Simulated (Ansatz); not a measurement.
F₂H₅NOSi₂ (`O[SiH](F)N[SiH2]F`), charge 0, multiplicity 1.

Task: Give a relaxed structure at PBE0-D4/def2-TZVP (Ansatz 0.2.0). (Best estimate.)

Result: The calculation gave: 
Z-matrix (Å, degrees):
```
Si
F 1 1.595
N 1 1.716 2 105.9
O 1 1.623 2 112.3 3 120.6
H 1 1.470 2 106.7 3 -123.3
Si 3 1.711 1 130.4 2 147.0
H 3 1.012 1 114.4 2 -40.4
H 4 0.958 1 119.6 2 -67.0
F 6 1.599 3 112.4 1 83.2
H 6 1.478 3 109.4 1 -35.0
H 6 1.479 3 108.7 1 -159.0
```
This is one stationary point; other conformers may exist.
